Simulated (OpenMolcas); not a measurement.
F II: CASPT2 settings compared

```yaml
Program: OpenMolcas 26.06
Basis: ANO-RCC-VDZ [3s2p]
Scalar_Hamiltonian: DKH3, point nucleus
Active_space: 6 electrons in 4 orbitals (2s 2p)
State_averaging: 2S+1 = 3 even, 3 roots; 2S+1 = 1 even, 6 roots kept (CI in the orbitals of an earlier block); 2S+1 = 3 odd, 3 roots; 2S+1 = 1 odd, 3 roots kept (CI in the orbitals of an earlier block, 0 in the spin-orbit step)
Spin-orbit_coupling: RASSI with atomic mean-field integrals over the reference wave functions, term energies averaged over their components
```

Methods on the same reference wave functions:
A. CASSCF
B. SS-CASPT2, IPEA 0.4 Eh, imaginary shift 0.05 Eh (closed shells correlated: 1s)
C. XMS-CASPT2, IPEA 0.6 Eh, no level shift (closed shells correlated: 1s)

Energies in cm⁻¹ above 2s² 2p⁴ ³P₂, the measured ground level; measured values from NIST Handbook of Basic Atomic Spectroscopic Data.

| Level | A | B | C | Measured |
| --- | --- | --- | --- | --- |
| 2s² 2p⁴ ³P₂ | 0.0 | 0.0 | 0.0 | 0.0 |
| 2s² 2p⁴ ³P₁ | 328 | 328 | 328 | 341 |
| 2s² 2p⁴ ³P₀ | 486 | 486 | 486 | 490 |
| 2s² 2p⁴ ¹D₂ | 22835 | 23300 | 23390 | 20873 |
| 2s² 2p⁴ ¹S₀ | 42850 | 42230 | 42550 | 44918 |
| 2s 2p⁵ ³P°₂ | 176017 | 174810 | 174790 | 164798 |
| 2s 2p⁵ ³P°₁ | 176337 | 175130 | 175110 | 165107 |
| 2s 2p⁵ ³P°₀ | 176497 | 175290 | 175270 | 165279 |

Deviations, from unrounded energies. A percentage is the sum of absolute deviations over the sum of measured energies, with the sign that they share, or ± where signs differ.

```csv
Against measurement,Levels,A,B,C
mean absolute deviation (cm-1),7,5400,5000,5000
fine structure of the ground term (%),2,-2.1,-2.1,-2.1
other terms of the ground configuration (%),2,±6.1,±7.8,±7.4
other configurations (%),3,+6.8,+6.1,+6.1
```

B, C lie about equally close to measurement and A furthest from it. The largest miss of C in the table is 2s 2p⁵ ³P°₁, by +10000 cm-1. The ranking rests on the paired levels alone, and a cruder setting can come out closer through cancelling errors.

Between B and C the level of the table that moves most is 2s² 2p⁴ ¹S₀, by 320 cm-1 (lowest in B, highest in C). Moves below CASPT2's spread within the term are not significant.

The mean deviations of B to C differ by less than CASPT2's widest spread within a term (140 cm-1), so their order carries little weight.

From A to B the spin-free energies of the other terms of 2s² 2p⁴ shown, above ³P, scale by factors of 0.99 to 1.02.

The lowest spin-free term lies below A's lowest term by 0.030 hartree in B, 0.030 hartree in C.

CASPT2 does not keep the components of a term degenerate, so their means are used; among the terms shown or strongly mixed into the levels shown the widest spread is 140 cm-1 (2s² 2p⁴ ¹D, C). Terms from blocks run as CI alone lack orbitals of their own. Without dynamic correlation excited terms often stand tens of per cent too high (terms of higher spin than the ground term too low), and those without a measured partner can miss by more than the paired ones (holds for A). Computed and measured levels are paired by configuration, term and J; levels that our copy of the source lacks, or whose pairing is in doubt (as where it misses far off the trend of its configuration), stay unpaired and out of the deviations. Levels of configurations outside the active space are missing.

° marks odd parity.
